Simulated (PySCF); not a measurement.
SbF from Hartree–Fock to correlated methods

State: ³Σ⁻ (triplet), unpaired electrons π ↑↑. Set-up: basis Sb cc-pVDZ-PP with ECP28, F cc-pVDZ; scalar-relativistic core potentials; PySCF 2.14. De refers to Sb + F in their high-spin ground configurations, without counterpoise correction. The functionals are run spin-unrestricted. A positive dipole means Sb(−)F(+).

| Level | Re (Å) | ωe (cm⁻¹) | De (eV) | μ (D) | CPU s a point (SCF and correlation, without the integrals) |
| --- | --- | --- | --- | --- | --- |
| UHF | 1.935 | 650 | 1.73 | -3.07 | 0.094 |
| UHF-MP2 | 1.955 | 626 | 3.36 | n/a | 0.14 |
| UHF-SCS-MP2 | 1.957 | 621 | 3.26 | n/a | n/a |
| UHF-CCSD | 1.956 | 622 | 3.06 | n/a | n/a |
| UHF-CCSD(T) | 1.961 | 614 | 3.16 | n/a | 2.3 |
| PBE | 1.973 | 594 | 4.22 | -2.31 | 0.38 |
| PW91 | 1.971 | 597 | 4.27 | -2.31 | 0.31 |
| r²SCAN | 1.955 | 617 | 3.87 | -2.42 | 0.56 |
| PBE0 | 1.951 | 625 | 3.72 | -2.56 | 0.55 |
| r²SCAN0 | 1.941 | 637 | 3.49 | -2.62 | 0.61 |
| HSE06 | 1.952 | 624 | 3.77 | -2.55 | 0.59 |
| M06-2X | 1.952 | 630 | 3.51 | -2.80 | 0.63 |

Question: Which functional lies closest to UHF-CCSD(T) in De, which farthest, and by how much do they differ from it?

Answer: Closest is r²SCAN0 (-2.0 pm in Re, +3.7 % in ωe, +0.33 eV in De against UHF-CCSD(T) in the same basis), farthest PW91 (+1.0 pm in Re, -2.8 % in ωe, +1.11 eV in De). CCSD(T) converges more slowly with the basis than the functionals do and binds too weakly in this one, so the order can change at the basis-set limit.

Question: What does a quarter of exact exchange do here, going from PBE to PBE0?

Answer: PBE0 less PBE: -2.2 pm in Re, +5.2 % in ωe, -0.50 eV in De. Exact exchange removes part of the self-interaction that spreads semilocal densities, and in most molecules shortens and stiffens the bond and lowers De; so it does here.

Question: What does the step from GGA to meta-GGA do here, going from PBE to r²SCAN?

Answer: r²SCAN less PBE: -1.8 pm in Re, +3.9 % in ωe, -0.35 eV in De. 

Correlated steps freeze 5 core orbitals. Correlated levels converge slowly with the basis: in double zeta they bind strong bonds too weakly, by up to about 1 eV, and carry superposition errors of some tenths. Spin–orbit coupling is left out, which matters for elements this heavy, above all for dissociation energies. The state was picked by a PBE0 search and need not be the measured ground state.

The whole job (state search and all levels along the bond) took about 1.4 min on 1 thread of Arm Neoverse V2 (shared host), peak memory 0.43 GiB.
